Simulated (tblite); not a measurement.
Species: C7H11FN2.
Z-matrix (Å and degrees, GFN2-xTB geometry), rows numbered from 1:
```
C 
N   1  1.4349
C   2  1.2674  1  123.69
C   3  1.4400  2  133.16  1    -0.84
C   4  1.3520  3  123.25  2  -178.76
F   5  1.3349  4  126.85  3    -0.45
N   5  1.3622  4  115.42  3  -177.77
C   7  1.4359  5  124.22  4  -160.32
C   7  1.4534  5  107.63  4   -11.17
C   4  1.5178  3  130.42  2     2.13
H   1  1.0929  2  113.83  3   -44.28
H   1  1.0908  2  107.18  3  -164.76
H   1  1.0933  2  110.39  3    77.93
H   3  1.0882  2  114.09  1  -179.74
H   8  1.0973  7  111.74  5    89.26
H   8  1.0910  7  109.28  5  -150.39
H   8  1.0880  7  109.10  5   -31.31
H   9  1.0926  7  109.84  5   136.58
H   9  1.0992  7  109.87  5  -104.52
H  10  1.0891  4  112.45  3   -52.12
H  10  1.0923  4  110.51  3    68.94
```

All values are computed: GFN2-xTB (tblite) harmonic vibrations without scaling, gas phase. Against measured fundamentals such values can be off by several per cent, at times by over 20. One conformer, not necessarily the lowest.

Harmonic wavenumbers (cm⁻¹): 56.4, 77.0, 98.2, 130.4, 149.4, 161.0, 215.7, 241.1, 254.2, 275.4, 423.0, 490.3, 502.0, 548.8, 606.8, 648.1, 783.1, 848.5, 875.6, 954.7, 1009.1, 1026.4, 1039.5, 1055.6, 1077.0, 1104.8, 1130.0, 1138.5, 1160.9, 1201.7, 1234.0, 1275.7, 1297.3, 1327.0, 1362.7, 1385.6, 1411.6, 1445.4, 1464.3, 1466.4, 1480.0, 1487.9, 1494.9, 1501.2, 1636.2, 1690.9, 2871.5, 2906.3, 2944.0, 2947.8, 2953.9, 2964.1, 2990.0, 2994.9, 2997.8, 3003.8, 3041.1.

A = 2741, B = 843.0, C = 657.8 MHz; mass 142.091 u (most abundant isotopes); point group C1, symmetry number 1.

Question: Zero-point energy?

Answer: ½Σν̃ = 37430 cm⁻¹ = 447.76 kJ/mol.

Question: What is S at 500 K and 1 bar for an ideal gas of classical rigid rotors and harmonic oscillators?

Answer: Translation 181.42, rotation 130.87, vibration 226.51: S = 538.8 J/(mol K).

Question: And Cp and H(500 K) − H(0)?

Answer: Cp = 254.02 J/(mol K), of which vibrations give 220.76 (their classical limit is 57 R = 473.9); H(500 K) − H(0) = 74.14 kJ/mol without the zero-point energy, 57.51 from vibrations.

Question: Which modes carry the vibrational entropy at 500 K?

Answer: 56.4 cm⁻¹: 23.44; 77.0 cm⁻¹: 20.86; 98.2 cm⁻¹: 18.85; 130.4 cm⁻¹: 16.51; 149.4 cm⁻¹: 15.40; 161.0 cm⁻¹: 14.79 J/(mol K); the other 51 give 116.66 together.

Question: Blend soft modes into free rotors: weight 1/[1 + (100 cm⁻¹/ν̃)⁴] for the oscillator and the rest for a rotor with moment μB/(μ + B), μ = h/(8π²ν), B = 10⁻⁴⁴ kg m². What vibrational entropy results?

Answer: 211.69 J/(mol K) in place of 226.51, which changes −T·S at 500 K by +7.41 kJ/mol.

Question: How do the functions run with temperature in this model?

Answer: 
```
 T (K)  S (J/(mol K))  Cp (J/(mol K))  H − H(0) (kJ/mol)  G − H(0) (kJ/mol)  ln q(vib)
   150          338.2           108.9              10.74             -39.99       3.32
   250          402.9           148.2              23.57             -77.15       6.33
298.15          430.7           168.9              31.20             -97.22       7.73
   400          486.7           213.8              50.70            -143.97      10.62
   600          588.2           288.3             101.30            -251.63      16.15
   900          720.2           361.6             199.71            -448.50      24.02
```

q(vib) and H(0) count from the zero-point level.

Question: What must be added to the electronic energy to get the Gibbs energy at 500 K and 1 bar?

Answer: ZPE + [H(500 K) − H(0)] − T·S = 447.76 + 74.14 − 269.40 = 252.50 kJ/mol.

Hindered rotation and anharmonicity are outside this model. Other conformers, if any are populated, would add a mixing term that is left out. The structure is chiral; the term R ln 2 for an equal mix with its mirror image is left out.

The run took 0.71 s wall on Arm Neoverse V2, one thread, shared host. This covers the Hessian and the dipole derivatives.
